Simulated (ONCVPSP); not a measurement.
Before and after: ONCV potential for Yb (Z = 70)

| Property | Result |
| --- | --- |
| Element | Yb (Z = 70) |
| Generator | ONCVPSP 4.0.1 |
| Type | optimised norm-conserving Vanderbilt (ONCV) |
| Functional | LDA (Perdew-Wang 92) |
| Relativity | scalar-relativistic |
| Frozen core | [Kr] 4d10 4f13 |
| Valence charge | 11 |
| Reference configuration | 5s2 5p6 5d1 6s2 |
| Partial waves | 5s+6s: rc 1.60 bohr, ncon 4, nbas 8, qcut 6.6 1/bohr, 3 projectors, debl 1.8 Ha; 5p: rc 1.75 bohr, ncon 3, nbas 6, qcut 9.7 1/bohr, 2 projectors, debl 1.1 Ha; 5d: rc 3.30 bohr, ncon 3, nbas 8, qcut 5.3 1/bohr, 1 projector |
| Local potential | polynomial inside 1.05 bohr (lpopt 5, dvloc0 1 Ha) |
| Core correction | Teter function, fcfact 5.5, rcfact 1.05 |

In the p channel the program set the typed energies aside and used -1.145, 0.250 Ha.

Change: p: ncon 4, nbas 7.

Cutoffs: the cutoffs (Ha) at which the residual kinetic energy of the hardest occupied pseudo-wave falls to 1 and 0.1 mHa per electron; they do not see the model core or the augmentation charge, which bear on the density cutoff. Errors are all-electron minus pseudo energies relative to the spin-unpolarised reference configuration.

Question: What does the change do?

Answer: The potential gets harder (24 Ha and 29 Ha → 26 Ha and 32 Ha); the errors of the 3 common tests hardly move; neither file shows a bound ghost.

| quantity | base | changed |
| --- | --- | --- |
| cutoff, loose | 24 Ha | 26 Ha |
| cutoff, tight | 29 Ha | 32 Ha |
| loose cutoff by channel | s 18 Ha, p 24 Ha, d 7.9 Ha | s 18 Ha, p 26 Ha, d 7.9 Ha |
| bound ghosts | none | none |
| GHOST(+) flags under 300 eV | s at 127.6 eV, p at 241.4 eV | s at 127.6 eV, p at 233.5 eV |
| tests counted as reliable (solved cleanly; for ONCVPSP, near-neutral configurations with less than one 5d electron left out) | 3 of 4 | 3 of 4 |
| error for 5s2 5p6 5d1 6s1, meV [ΔE 7.46 eV] | 0.0 | 0.0 |
| error for 5s2 5p6 5d1 6s0, meV [ΔE 20.85 eV] | +7.2 | +7.1 |
| error for 5s2 5p6 5d1 6s1.5, meV [ΔE 3.03 eV] | -0.2 | -0.2 |
| s: phases at 1.63 bohr within 0.05 rad from the reference energy up to (Ha; the scan ends near 5) | to the end of the scan | to the end of the scan |
| p: phases at 1.78 bohr within 0.05 rad from the reference energy up to (Ha; the scan ends near 5) | to the end of the scan | to the end of the scan |
| d: phases at 3.35 bohr within 0.05 rad from the reference energy up to (Ha; the scan ends near 5) | 0.5 | 0.5 |
| rms error of d²Exc/dni dnj with the model core, mHa | 4.24 | 4.25 |
